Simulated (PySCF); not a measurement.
Computed structure and properties of Yb2H6

System: Yb2H6 (singlet in the valence; each metal's 4f electrons, 13 of them, lie in its core potential, out of spins and levels); start: template (D2h). Method: PySCF 2.14.0, RKS BP86, Yb lcecp-1-SVP with ECP59, H def2-SVP; non-relativistic Hamiltonian with scalar-relativistic core potentials where named; density fitting; no spin-orbit coupling.

Input of the relaxation:

```python
mol = gto.M(atom='''
Yb     0.00000     0.00000     1.62450
Yb    -0.00000    -0.00000    -1.62450
H      1.38920     0.00000    -0.00000
H     -1.38920    -0.00000     0.00000
H      0.00000     1.81380     2.75550
H      0.00000    -1.81380     2.75550
H     -0.00000     1.81380    -2.75550
H     -0.00000    -1.81380    -2.75550''',
    basis={'Yb': 'lcecp-1-SVP', 'H': 'def2-SVP'},
    ecp={'Yb': 'lcecp-1-SVP'},
    charge=0, spin=0)
mf = dft.RKS(mol, xc='B88,P86')
mf.grids.atom_grid = (50, 194)  # f atoms: unpruned, at least (60, 302)
mf = mf.density_fit()  # fitting sets: Yb AutoAux, H def2-universal-JKFIT
mf.conv_tol = 1e-08; mf.max_cycle = 55
mf.kernel(dm0)  # dm0: converged density of the start geometry
# quasi-Newton relaxation in Cartesian coordinates to a largest gradient under 0.00045 Eh/bohr, steps kept in the point group
```

Run from Python with OMP_NUM_THREADS=2; the lines above give its settings. Where DIIS fails, smearing, a level shift and second-order steps follow.
It took 73 s on 2 threads of Arm Neoverse N1 (shared host), from the converged density of the start.

Course of the relaxation:

| step | energy above end (eV) | largest force component within the symmetry (eV/Å) |
| --- | --- | --- |
| 0 | 0.5681 | 1.878 |
| 1 | 0.2761 | 1.352 |
| 2 | 0.0198 | 0.116 |
| 3 | 0.0115 | 0.077 |
| 4 | 0.0007 | 0.087 |
| 5 | 0.0003 | 0.055 |
| 6 | 0.0001 | 0.025 |
| 7 | 0.0000 | 0.008 |
| 8 | 0.0000 | 0.004 |

Relaxed geometry (D2h):

```xyz
8

Yb    0.0000    0.0000    1.7279
Yb    0.0000    0.0000   -1.7279
H     1.2484    0.0000    0.0000
H    -1.2484    0.0000    0.0000
H     0.0000    1.6440    2.8008
H     0.0000   -1.6440    2.8008
H     0.0000    1.6440   -2.8008
H     0.0000   -1.6440   -2.8008
```

```tsv
contact	Å
Yb1–H3 (H)	2.132
Yb1–H4 (H)	2.132
Yb1–H5 (H)	1.963
Yb1–H6 (H)	1.963
Yb2–H7 (H)	1.963
Yb2–H8 (H)	1.963
```

On the finer grid (75, 302):

- HOMO: -6.03 eV
- LUMO: -2.91 eV
- Dipole about the centre of mass: 0.00 D
- Set of Mulliken populations of Yb1 outside the core potential: s 2.74, p 6.45, d 1.13, f 0.01
- D3(BJ) dispersion energy (not in the energies): -0.250 eV

| atom | Mulliken (e) | Löwdin (e) | spin (e) |
| --- | --- | --- | --- |
| Yb1 | 0.66 | 0.46 | 0.00 |
| Yb2 | 0.66 | 0.46 | 0.00 |
| H3 | -0.30 | -0.11 | 0.00 |
| H4 | -0.30 | -0.11 | 0.00 |
| H5 | -0.18 | -0.17 | 0.00 |
| H6 | -0.18 | -0.17 | 0.00 |
| H7 | -0.18 | -0.17 | 0.00 |
| H8 | -0.18 | -0.17 | 0.00 |

The 4f levels lie in the core potential and are missing. Their spin isn't counted.

On the grid (50, 194), as all that follows. Harmonic modes: a minimum; lowest 114 cm⁻¹ (negative: unstable), highest 1512 cm⁻¹, zero-point energy 0.869 eV.

Taking off one H (charge -1, singlet; the rest: singlet) in vacuum, both parts rigid, costs 11.29 eV; the small basis without counterpoise inflates it. Most of it is the attraction of opposite charges; other ways to part are cheaper, and one spin state was tried for the rest.

Rigid scan of H along the line from its metal, all other atoms held (where the atom bridges, its other bond changes as well):

| distance to H3 (Å) | energy (eV) |
| --- | --- |
| 1.83 | 0.317 |
| 1.93 | 0.126 |
| 2.03 | 0.028 |
| 2.13 | 0.000 |
| 2.23 | 0.023 |
| 2.33 | 0.081 |
| 2.53 | 0.266 |
| 2.83 | 0.610 |
| 3.23 | 1.075 |
| 3.73 | 1.683 |

One start shape was tried, so this needn't be the lowest isomer.

An lcecp potential fixes the number of 4f electrons, so in runs with it no electron can move into or out of that shell.
